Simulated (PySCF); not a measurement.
Input of a run (PBE0-D3(BJ)/def2-SVP geometry optimisation, gas phase (PySCF 2.14.0)), started from GFN2-xTB:
```
{"job": {"xc": "PBE0", "basis": "def2-SVP", "d3": "d3bj", "grid": 1, "shake": 0.01, "kind": "geom"}, "charge": -1, "multiplicity": 1}
F     -0.597870    -1.514700     0.225010
P     -0.005220    -0.003850    -0.006000
F      0.908490    -0.569310    -1.224560
F     -0.894560     0.570490     1.204680
F      1.184310    -0.337960     1.051050
F     -1.189980     0.337500    -1.071680
F      0.628790     1.488730    -0.228420
```

Output (energies in Eh, forces in Eh/bohr):
```
step   0  E = -939.41268392  max force = 0.012115
step   1  E = -939.40065414  max force = 0.028755
step   2  E = -939.41002136  max force = 0.012742
step   3  E = -939.41153930  max force = 0.009631
step   4  E = -939.41146736  max force = 0.011994
step   5  E = -939.41301895  max force = 0.007218
step   6  E = -939.41209855  max force = 0.010440
step   7  E = -939.41319497  max force = 0.003026
step   8  E = -939.41323537  max force = 0.004353
step   9  E = -939.41323208  max force = 0.001905
step  10  E = -939.41328588  max force = 0.000965
step  11  E = -939.41328880  max force = 0.000482
step  12  E = -939.41328633  max force = 0.000750
step  13  E = -939.41328932  max force = 0.000269
optimisation converged
```

Q: Summarise the run.

A: The energy falls by 0.38 kcal/mol over 14 energy and gradient evaluations, the largest force component goes from 0.0121 to 2.7e-04 Eh/bohr, and the atoms move by 0.017 Å rms after alignment. The bond that changes most is P2–F4 (ends: phosphorus bonded to 6 F; phosphorus-bound fluorine), which lengthens by 0.023 Å. Bonds longer at the end by more than 0.005 Å: 3 of 6; shorter: 2. The energy rose by more than 1e-6 Eh at steps 1, 4, 6, 9 and 12.

Q: What are the final bond lengths?

A: F1–P2 1.631 Å, P2–F3 1.631 Å, P2–F4 1.631 Å, P2–F5 1.631 Å, P2–F6 1.631 Å, P2–F7 1.631 Å. Numbering counts from 1 in the input's order; the species is `F[P-](F)(F)(F)(F)F` (hexafluorophosphate).

The run used 102 basis functions and 78 SCF cycles in all. Time: 45 s wall; peak memory 0.43 GiB. Hardware: an Intel Xeon Platinum 8488C with one thread, no GPU, shared host.

No PBE0-D3(BJ)/def2-SVP frequencies stand behind this structure, so it isn't proved a minimum. The geometry's basis has no diffuse functions, a weakness for an anion.
